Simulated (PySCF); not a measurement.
Geometry (Å), atoms numbered from 1 in this order:
```xyz
17

C     0.326    1.396   -0.026
C     0.374    0.068   -0.040
O     1.507   -0.690   -0.156
C     2.738   -0.022   -0.278
C    -0.808   -0.822    0.068
C    -1.974   -0.467    0.950
C    -2.132   -0.436   -0.533
H    -0.613    1.906    0.072
H     1.196    2.020   -0.107
H     3.496   -0.801   -0.345
H     2.939    0.608    0.595
H     2.769    0.595   -1.182
H    -0.525   -1.866    0.016
H    -2.450   -1.262    1.504
H    -1.933    0.471    1.481
H    -2.717   -1.208   -1.008
H    -2.199    0.524   -1.021
```

- geometry from GFN2-xTB
- shieldings: GIAO PBE0/pcSseg-1
- program: PySCF 2.14.0 with density-fitted response routines
- averaged over atoms made equivalent by symmetry, fast rotation or ring inversion, non-relativistic, isolated molecule, single conformer

Chemical shifts δ = σref − σ; 13C (σ = 186.93 ppm) and 1H (σ = 31.72 ppm) against TMS; 17O (σ = 336.08 ppm) against H2O, all at this level.

```tsv
atoms	nucleus	count	Hirshfeld charge	δ (ppm)
C5	13C	1	-0.05	16.9
C1	13C	1	-0.17	?
C2	13C	1	0.08	?
C6/C7	13C	2	-0.09	13.2
H8	1H	1	0.04	3.32
H13	1H	1	0.05	1.29
H10/H11/H12	1H	3	0.05	3.72
H9	1H	1	0.03	3.60
O3	17O	1	-0.10	?
H15/H17	1H	2	0.05	0.41
C4	13C	1	-0.03	56.2
H14/H16	1H	2	0.05	?
```

Problem. Estimate the values marked ?.

Solution. 
- C2: 178.4 ppm, alkene carbon bearing oxygen; an sp2 carbon further deshielded by the attached heteroatom
- C1: 73.1 ppm, β carbon of an enol-ether or enamine type C=C; the O or N lone pair pushes π density onto this β carbon and shields it
- H14/H16: 0.81 ppm, hydrogen on a three-membered-ring carbon; cyclopropane-type protons are shielded by the ring
- O3: 131.8 ppm, ether oxygen

Shifts are as computed. Against solution values, carbons near 30 ppm lie about +3 ppm off and those near 130 ppm about +5 ppm. Of 1211 compounds with measured shifts, 218 miss one by over three times the rms of a fit or turn the order of signals round; such compounds aren't used in these exercises. Experimental scales use liquid or dissolved standards, which lie at an offset from isolated H2O (liquid H2O: subtract about 36 ppm).
